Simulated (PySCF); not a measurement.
C₃H₆ClIn, SMILES C=[CH][In]([CH3])[Cl].

Geometry optimised at B3LYP-D3(BJ)/def2-SVP. The structure was generated by enumeration; whether it is a known compound was not checked. The def2 effective core potentials stand for the cores of In; spin–orbit coupling is left out. One conformer was computed; it need not be the lowest.

Method: B3LYP-D3(BJ)/def2-SVP in PySCF.

Frequencies are harmonic and unscaled.

```json
[
 {"mode": "1", "ν (cm⁻¹)": "34", "IR (km/mol)": "0.1", "moving atoms (share of kinetic energy)": "H 99 %"},
 {"mode": "2", "ν (cm⁻¹)": "56", "IR (km/mol)": "0.6", "moving atoms (share of kinetic energy)": "C 45 %, H 28 %, In 13 %, Cl 13 %"},
 {"mode": "3", "ν (cm⁻¹)": "69", "IR (km/mol)": "2.3", "moving atoms (share of kinetic energy)": "C 49 %, H 19 %, Cl 17 %, In 16 %"},
 {"mode": "4", "ν (cm⁻¹)": "107", "IR (km/mol)": "6.0", "moving atoms (share of kinetic energy)": "C 40 %, Cl 29 %, H 19 %, In 13 %"},
 {"mode": "5", "ν (cm⁻¹)": "123", "IR (km/mol)": "2.1", "moving atoms (share of kinetic energy)": "C 41 %, H 34 %, In 22 %"},
 {"mode": "6", "ν (cm⁻¹)": "256", "IR (km/mol)": "6.2", "moving atoms (share of kinetic energy)": "C 69 %, H 20 %"},
 {"mode": "7", "ν (cm⁻¹)": "342", "IR (km/mol)": "54.2", "moving atoms (share of kinetic energy)": "Cl 76 %, In 23 %"},
 {"mode": "8", "ν (cm⁻¹)": "439", "IR (km/mol)": "20.6", "moving atoms (share of kinetic energy)": "H 71 %, C 28 %"},
 {"mode": "9", "ν (cm⁻¹)": "480", "IR (km/mol)": "4.3", "moving atoms (share of kinetic energy)": "C 77 %, H 20 %"},
 {"mode": "10", "ν (cm⁻¹)": "520", "IR (km/mol)": "48.6", "moving atoms (share of kinetic energy)": "C 63 %, H 19 %, In 18 %"},
 {"mode": "11", "ν (cm⁻¹)": "701", "IR (km/mol)": "29.1", "moving atoms (share of kinetic energy)": "H 84 %, C 15 %"},
 {"mode": "12", "ν (cm⁻¹)": "731", "IR (km/mol)": "49.3", "moving atoms (share of kinetic energy)": "H 84 %, C 16 %"},
 {"mode": "13", "ν (cm⁻¹)": "986", "IR (km/mol)": "28.7", "moving atoms (share of kinetic energy)": "H 72 %, C 28 %"},
 {"mode": "14", "ν (cm⁻¹)": "991", "IR (km/mol)": "10.2", "moving atoms (share of kinetic energy)": "H 88 %, C 12 %"},
 {"mode": "15", "ν (cm⁻¹)": "1043", "IR (km/mol)": "11.0", "moving atoms (share of kinetic energy)": "H 93 %"},
 {"mode": "16", "ν (cm⁻¹)": "1182", "IR (km/mol)": "1.4", "moving atoms (share of kinetic energy)": "H 83 %, C 17 %"},
 {"mode": "17", "ν (cm⁻¹)": "1242", "IR (km/mol)": "19.2", "moving atoms (share of kinetic energy)": "H 73 %, C 27 %"},
 {"mode": "18", "ν (cm⁻¹)": "1415", "IR (km/mol)": "9.6", "moving atoms (share of kinetic energy)": "H 81 %, C 19 %"},
 {"mode": "19", "ν (cm⁻¹)": "1431", "IR (km/mol)": "1.3", "moving atoms (share of kinetic energy)": "H 95 %"},
 {"mode": "20", "ν (cm⁻¹)": "1432", "IR (km/mol)": "1.9", "moving atoms (share of kinetic energy)": "H 95 %"},
 {"mode": "21", "ν (cm⁻¹)": "1645", "IR (km/mol)": "6.8", "moving atoms (share of kinetic energy)": "C 82 %, H 18 %"},
 {"mode": "22", "ν (cm⁻¹)": "3047", "IR (km/mol)": "5.9", "moving atoms (share of kinetic energy)": "H 98 %"},
 {"mode": "23", "ν (cm⁻¹)": "3095", "IR (km/mol)": "22.1", "moving atoms (share of kinetic energy)": "H 95 %"},
 {"mode": "24", "ν (cm⁻¹)": "3144", "IR (km/mol)": "5.9", "moving atoms (share of kinetic energy)": "H 91 %, C 9 %"},
 {"mode": "25", "ν (cm⁻¹)": "3153", "IR (km/mol)": "1.5", "moving atoms (share of kinetic energy)": "H 91 %, C 9 %"},
 {"mode": "26", "ν (cm⁻¹)": "3162", "IR (km/mol)": "3.2", "moving atoms (share of kinetic energy)": "H 90 %, C 10 %"},
 {"mode": "27", "ν (cm⁻¹)": "3181", "IR (km/mol)": "10.3", "moving atoms (share of kinetic energy)": "H 90 %, C 10 %"}
]
```
